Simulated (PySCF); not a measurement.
Species: n-propyl bromide, C3H7Br.
Numbering: `[CH3:1][CH2:2][CH2:3][Br:4]` (hydrogens: H5, H6, H7 on C1; H8, H9 on C2; H10, H11 on C3)

Theory: EOM-IP-CCSD/aug-cc-pVDZ in PySCF, restricted Hartree–Fock reference, frozen core, non-relativistic, gas phase, PBE0-D3(BJ)/def2-SVP geometry.

The vertical ionisation energies are 10.14, 10.18, 12.02, 12.59, 12.78, 13.50, 14.59, 15.78 eV.

**Question.** Which Hartree–Fock orbital leads each hole, and what is its Koopmans value −ε?

**Answer.** 
```json
{"leading hole (HF orbital)": "HOMO", "Koopmans (eV)": "10.76", "EOM-IP-CCSD (eV)": "10.14", "change (eV)": "-0.62", "one-hole share": "0.96"}
{"leading hole (HF orbital)": "HOMO-1", "Koopmans (eV)": "10.82", "EOM-IP-CCSD (eV)": "10.18", "change (eV)": "-0.64", "one-hole share": "0.96"}
{"leading hole (HF orbital)": "HOMO-2", "Koopmans (eV)": "12.65", "EOM-IP-CCSD (eV)": "12.02", "change (eV)": "-0.63", "one-hole share": "0.96"}
{"leading hole (HF orbital)": "HOMO-3", "Koopmans (eV)": "13.54", "EOM-IP-CCSD (eV)": "12.59", "change (eV)": "-0.95", "one-hole share": "0.96"}
{"leading hole (HF orbital)": "HOMO-4", "Koopmans (eV)": "13.93", "EOM-IP-CCSD (eV)": "12.78", "change (eV)": "-1.15", "one-hole share": "0.95"}
{"leading hole (HF orbital)": "HOMO-5", "Koopmans (eV)": "14.34", "EOM-IP-CCSD (eV)": "13.50", "change (eV)": "-0.84", "one-hole share": "0.96"}
{"leading hole (HF orbital)": "HOMO-6", "Koopmans (eV)": "15.81", "EOM-IP-CCSD (eV)": "14.59", "change (eV)": "-1.22", "one-hole share": "0.95"}
{"leading hole (HF orbital)": "HOMO-7", "Koopmans (eV)": "17.11", "EOM-IP-CCSD (eV)": "15.78", "change (eV)": "-1.33", "one-hole share": "0.94"}
```

**Question.** Does the order of the lines follow the orbital energies?

**Answer.** Yes, no two lines change places. The corrections run from -1.33 to -0.62 eV, with a mean of -0.92 eV over the 8 lines; no line lies above its Koopmans value.

**Question.** At what kinetic energies would He I light (21.22 eV) eject these electrons?

**Answer.** 11.08 eV (HOMO), 11.04 eV (HOMO-1), 9.20 eV (HOMO-2), 8.63 eV (HOMO-3), 8.44 eV (HOMO-4), 7.72 eV (HOMO-5), 6.63 eV (HOMO-6), 5.44 eV (HOMO-7).

**Question.** What total energy has the lowest final state, and which wavelength reaches it?

**Answer.** E(CCSD) + ionisation energy = -2690.73425 + 0.37266 = -2690.36159 Eh, at the geometry of the initial state. The threshold wavelength is 1239.84 eV nm/10.14 eV = 122.3 nm.

Lines less than 0.15 eV apart could change places at a higher level. One root was sought for each valence orbital with −ε under 21 eV, eight at most, so deeper holes and satellites are missing; no vibrational structure.

Conformer computed: `[CH3:1][CH2:2][CH2:3][Br:4]`: C1–C2–C3–Br4 64°.

One conformer stands for the species.
